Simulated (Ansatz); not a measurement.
Abridged output of a molecular run in Ansatz:

```
Functional definition: HF
  name "HF"
  cite "Fock, Z. Phys. 61, 126 (1930) doi:10.1007/BF01340294"
  parent pbe
  exchange = exact_x
  correlation = 0
1152 factors; integrals over basis functions are off by at most 1.3e-3 eV
mean field evaluation 1: about -68945.8561 eV, gradient 3.8e1 eV
mean field evaluation 2: about -68945.8617 eV, gradient 3.8e1 eV
mean field evaluation 4: about -68949.5307 eV, gradient 3.7e0 eV
mean field evaluation 8: about -68949.5947 eV, gradient 2.0e-1 eV
mean field evaluation 16: about -68949.5817 eV, gradient 1.0e0 eV
mean field -68949.59513124 eV, -2533.8508853588 hartree, gradient 1.9e-6 eV, S^2 0.000000; 0 other end points of the search recorded, 0 dependent functions left out
17 core orbitals not correlated: weight in the atoms' cores, before any rotation towards them, 1.000 or more for the frozen orbitals, at most 0.000 for the correlated occupied ones
reference -68949.59513124 eV, -2533.8508853588 hartree; 19, 19 occupied and 81, 81 virtual orbitals, 1152 factors
second order -21.82747392 eV of doubles, -0.00000000 eV of singles
cycle   1  -21.65556450 eV  change    1.7e-1 eV  update   1.4e-1
cycle   2  -22.43843345 eV  change   -7.8e-1 eV  update   4.5e-2
cycle   3  -22.63569262 eV  change   -2.0e-1 eV  update   2.5e-2
cycle   4  -22.61976765 eV  change    1.6e-2 eV  update   6.4e-3
cycle   5  -22.61748984 eV  change    2.3e-3 eV  update   3.1e-3
cycle   6  -22.61894033 eV  change   -1.5e-3 eV  update   9.7e-4
cycle   7  -22.61827975 eV  change    6.6e-4 eV  update   4.2e-4
cycle   8  -22.61819618 eV  change    8.4e-5 eV  update   1.5e-4
cycle   9  -22.61825685 eV  change   -6.1e-5 eV  update   6.3e-5
cycle  10  -22.61822735 eV  change    3.0e-5 eV  update   2.3e-5
perturbative correction -0.81194583 eV, -0.0298384590 hartree
Total energy: -68973.02530442 eV, -2534.7119283416 hartree
```

Its atoms:

Z-matrix (Å, degrees):
```
Ge
N 1 1.867
H 1 1.538 2 110.0
H 1 1.538 2 110.1 3 -121.9
H 1 1.533 2 105.5 3 119.0
C 2 1.237 1 120.0 3 61.5
Si 6 1.800 2 164.3 1 -180.0
O 6 1.403 2 132.8 1 -0.0
H 7 1.479 6 123.3 2 83.8
H 7 1.479 6 123.3 2 -83.8
```

Problem. Which basis set was used?
A. cc-pV(T+d)Z
B. def2-TZVPP
C. def2-TZVPPD
D. def2-SVP

Solution. D. It gives 117 functions.

Problem. Write the keys of the input that set method, charge and spin (a neutral closed shell needs none for the last two).

Solution. 
```yaml
correlation: {method: ccsd_t}
```
